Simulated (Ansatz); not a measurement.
C4H9NaO, triplet, at the geometry of the source list (a higher spin typed on purpose: for a closed-shell molecule this is an excited state); HF/6-31G (Ansatz, a quantum-chemistry and plane-wave program).

Input for Ansatz:
Ansatz 0.2 input:
```yaml
crystal:
  periodic: [false, false, false]
  atoms:
    - {symbol: Na, position_ang: [1.75540000, 2.12710000, 1.42110000]}
    - {symbol: O, position_ang: [0.33980000, 0.98330000, 1.23090000]}
    - {symbol: C, position_ang: [-0.00320000, 0.13190000, 0.22460000]}
    - {symbol: C, position_ang: [1.09250000, -0.92960000, -0.01160000]}
    - {symbol: C, position_ang: [-1.31440000, -0.60360000, 0.59010000]}
    - {symbol: C, position_ang: [-0.23230000, 0.89090000, -1.10010000]}
    - {symbol: H, position_ang: [0.79550000, -1.64270000, -0.77630000]}
    - {symbol: H, position_ang: [1.27870000, -1.46100000, 0.91880000]}
    - {symbol: H, position_ang: [2.01770000, -0.43470000, -0.32360000]}
    - {symbol: H, position_ang: [-1.16720000, -1.15260000, 1.51560000]}
    - {symbol: H, position_ang: [-1.61260000, -1.29120000, -0.19690000]}
    - {symbol: H, position_ang: [-2.09990000, 0.12920000, 0.74920000]}
    - {symbol: H, position_ang: [0.69920000, 1.37720000, -1.40690000]}
    - {symbol: H, position_ang: [-0.98950000, 1.65590000, -0.94480000]}
    - {symbol: H, position_ang: [-0.55990000, 0.22000000, -1.89000000]}
basis:
  gaussian:
    orbitals: 6-31G
hamiltonian:
  xc: hf
magnetization: {spin_polarized: true, initial_magnetization: 2}
```

Q: What does Ansatz print? Leave out banner, timings and long lists.

A: 
```
Functional definition: HF
1007 factors; integrals over basis functions are off by at most 1.6e-4 eV
mean field evaluation 1: about -10694.3862 eV, gradient 2.8e1 eV
mean field evaluation 2: about -10694.5742 eV, gradient 2.8e1 eV
mean field evaluation 4: about -10700.0685 eV, gradient 4.9e0 eV
mean field evaluation 8: about -10701.0018 eV, gradient 4.4e-1 eV
mean field evaluation 16: about -10701.0058 eV, gradient 4.3e-2 eV
mean field evaluation 32: about -10700.9027 eV, gradient 3.5e0 eV
mean field evaluation 64: about -10701.0029 eV, gradient 3.5e-1 eV
mean field evaluation 96: about -10701.0057 eV, gradient 6.5e-2 eV
mean field evaluation 128: about -10699.3623 eV, gradient 6.4e-1 eV
mean field evaluation 160: about -10698.8646 eV, gradient 1.6e1 eV
mean field evaluation 192: about -10701.0113 eV, gradient 5.4e-2 eV
mean field -10701.01136443 eV, -393.2549142369 hartree, gradient 6.1e-6 eV, S^2 2.007412; 3 other end points of the search recorded, 0 dependent functions left out
reference -10701.01136443 eV, -393.2549142369 hartree; 27, 25 occupied and 49, 51 virtual orbitals, 1007 factors
Total energy: -10701.01136443 eV, -393.2549142369 hartree
```
